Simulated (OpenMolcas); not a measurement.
**Fe2+ in a point-charge field**

Fe2+ among 6 point charges of -2.2 e arranged as an octahedron (Oh), 2.18 Å from the ion.
```
   2.1800    0.0000    0.0000  -2.20
   0.0000    2.1800    0.0000  -2.20
  -2.1800    0.0000    0.0000  -2.20
   0.0000   -2.1800    0.0000  -2.20
   0.0000    0.0000    2.1800  -2.20
   0.0000    0.0000   -2.1800  -2.20
```

* Program: OpenMolcas
* Method: SS-CASPT2, IPEA 0.25 Eh, imaginary shift 0.1 Eh (closed shells correlated: 3s 3p)
* Basis: ANO-RCC-VDZP [5s4p2d1f]
* Scalar Hamiltonian: DKH2, point nucleus
* Active space: 6 electrons in 5 orbitals (3d)
* State averaging: 2S+1 = 5 even, 5 roots; 2S+1 = 3 even, 45 roots; 2S+1 = 1 even, 50 roots
* Spin-orbit coupling: state interaction with AMFI integrals over the reference wave functions

The lowest spin-free states (labels of O, the rotations of Oh), above the lowest:

```json
{"State": "5T2", "Degeneracy": "3", "E (cm-1)": "0", "Free-ion L (%)": "D (100)"}
{"State": "5E", "Degeneracy": "2", "E (cm-1)": "6250", "Free-ion L (%)": "D (100)"}
{"State": "3T1", "Degeneracy": "3", "E (cm-1)": "18530", "Free-ion L (%)": "H (70)"}
{"State": "3T2", "Degeneracy": "3", "E (cm-1)": "20370", "Free-ion L (%)": "H (85)"}
{"State": "3T1", "Degeneracy": "3", "E (cm-1)": "21520", "Free-ion L (%)": "H (65)"}
{"State": "3T1", "Degeneracy": "3", "E (cm-1)": "23120", "Free-ion L (%)": "P (64)"}
{"State": "3E", "Degeneracy": "2", "E (cm-1)": "23750", "Free-ion L (%)": "H (86)"}
{"State": "3T2", "Degeneracy": "3", "E (cm-1)": "23970", "Free-ion L (%)": "G (62)"}
{"State": "3A2", "Degeneracy": "1", "E (cm-1)": "25690", "Free-ion L (%)": "F (100)"}
{"State": "3T2", "Degeneracy": "3", "E (cm-1)": "26210", "Free-ion L (%)": "F (61)"}
{"State": "1A1", "Degeneracy": "1", "E (cm-1)": "26930", "Free-ion L (%)": "I (52)"}
{"State": "3T1", "Degeneracy": "3", "E (cm-1)": "27410", "Free-ion L (%)": "F (39)"}
{"State": "3E", "Degeneracy": "2", "E (cm-1)": "28920", "Free-ion L (%)": "G (84)"}
{"State": "1T1", "Degeneracy": "3", "E (cm-1)": "29160", "Free-ion L (%)": "I (69)"}
{"State": "3A1", "Degeneracy": "1", "E (cm-1)": "30780", "Free-ion L (%)": "G (100)"}
{"State": "1T2", "Degeneracy": "3", "E (cm-1)": "31190", "Free-ion L (%)": "I (96)"}
{"State": "1A1", "Degeneracy": "1", "E (cm-1)": "32540", "Free-ion L (%)": "I (46)"}
{"State": "1E", "Degeneracy": "2", "E (cm-1)": "32710", "Free-ion L (%)": "G (67)"}
{"State": "3T1", "Degeneracy": "3", "E (cm-1)": "33120", "Free-ion L (%)": "G (56)"}
{"State": "3T2", "Degeneracy": "3", "E (cm-1)": "33230", "Free-ion L (%)": "D (96)"}
```

The lowest levels with spin-orbit coupling:

| E (cm-1) | Degeneracy | Label | 2S+1 |
| --- | --- | --- | --- |
| 0 | 3 | T2 | 5 |
| 190 | 2 | E | 5 |
| 210 | 3 | T1 | 5 |
| 470 | 1 | A1 | 5 |
| 500 | 3 | T1 | 5 |
| 530 | 3 | T2 | 5 |
| 6580 | 1 | A2 | 5 |
| 6580 | 3 | T2 | 5 |
| 6590 | 2 | E | 5 |
| 6590 | 3 | T1 | 5 |
| 6600 | 1 | A1 | 5 |
| 18660 | 2 | E | 3 |
| 18680 | 3 | T2 | 3 |
| 18990 | 1 | A1 | 3 |
| 19000 | 3 | T1 | 3 |
| 20560 | 1 | A2 | 3 |
| 20620 | 3 | T2 | 3 |
| 20690 | 3 | T1 | 3 |
| 20760 | 2 | E | 3 |
| 21750 | 2 | E | 3 |

Powder χT (cm3 K/mol): 3.2 at 2 K, 3.29 at 10 K, 3.76 at 50 K, 4.14 at 100 K, 4.25 at 200 K, 4.16 at 300 K. The effective moment at 300 K is 2.828 √(χT) = 5.77 μB.

The lowest level has 2S+1 = 5, for which the spin-only value is χT = S(S+1) / 2 = 3.000 cm3 K/mol (g = 2). The computed 4.158 at 300 K differs by +1.158, through orbital momentum, spin-orbit coupling and any other state in reach. With a threefold ground state the orbital momentum is unquenched, so the spin-only value is not expected to hold.

Roots that are degenerate in the reference are averaged as groups; the widest CASPT2 spread within a group is 680 cm-1 (the 3-fold group of multiplicity 3 near 54900 cm-1 above the lowest state of its run). Shifts and gaps below about the spread of the groups concerned are not significant. An orbital triplet at a regular site is open to Jahn-Teller coupling, which can distort the site and quench the lowest spin-orbit gaps and is left out. Free-ion shares, where given, are those of the reference states; single-state CASPT2 does not remix them. Point charges carry no covalency, so the field is a model and not that of real ligands. No measured value stands beside these numbers.
